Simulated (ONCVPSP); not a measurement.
## Before and after: ONCV potential for selenium (Se)

ONCVPSP 4.0.1 input, shortened (lines: element, Z, core and valence counts, functional; n l f; lmax; l rc ep ncon nbas qcut; lloc lpopt rc5 dvloc0; l nproj debl; icmod fcfact rcfact), PBEsol, scalar-relativistic:

```
  Se 34.00    6    2  -116133      upf
    1    0    2.00
    2    0    2.00
    2    1    6.00
    3    0    2.00
    3    1    6.00
    3    2   10.00
    4    0    1.75
    4    1    4.25
    1
    0    1.55    0.00    3    8    4.90
    1    1.80    0.00    5   10    4.70
    4    3    1.40    4.00
    0    2    0.40
    1    3    0.50
    2    0.35    0.90
```

In the s channel the program set the typed energies aside and used -0.643, 0.250 Ha.

Change: p: qcut 7.

Cutoffs: the cutoffs (Ha) at which the residual kinetic energy of the hardest occupied pseudo-wave falls to 1 and 0.1 mHa per electron; they do not see the model core or the augmentation charge, which bear on the density cutoff. Errors are all-electron minus pseudo energies relative to the spin-unpolarised reference configuration.

Task: How do hardness, ghosts and transferability respond?

Result: The potential gets neither clearly harder nor softer (11 Ha and 34 Ha → 13 Ha and 29 Ha); both files keep a bound ghost (p); of the 4 tests that both files solve, the error grows in 0 and shrinks in 2 by more than 15 % and 0.3 meV (median size 5.5 → 4.5 meV).

```csv
quantity,base,changed
"cutoff, loose",11 Ha,13 Ha
"cutoff, tight",34 Ha,29 Ha
loose cutoff by channel,"s 11 Ha, p 9.6 Ha","s 11 Ha, p 13 Ha"
bound ghosts,p,p
GHOST(+) flags under 300 eV,none,none
"error for 4s2 4p4, meV [ΔE -2.70 eV]",-0.5,-0.6
"error for 4s2 4p3, meV [ΔE 8.15 eV]",-1.9,-1.9
"error for 4s2 4p2, meV [ΔE 28.52 eV]",-9.0,-7.1
"error for 4s2 4p1, meV [ΔE 59.42 eV]",-33,-23
s: phases at 1.57 bohr within 0.05 rad from the reference energy up to (Ha; the scan ends near 5),4.7,4.7
p: phases at 1.83 bohr within 0.05 rad from the reference energy up to (Ha; the scan ends near 5),4.7,4.9
"rms error of d²Exc/dni dnj with the model core, mHa",0.16,0.24
```

 A true bound ghost makes a file unfit for plane-wave use even where its test errors are small: the radial tests pick states by their node count and pass the ghost by.
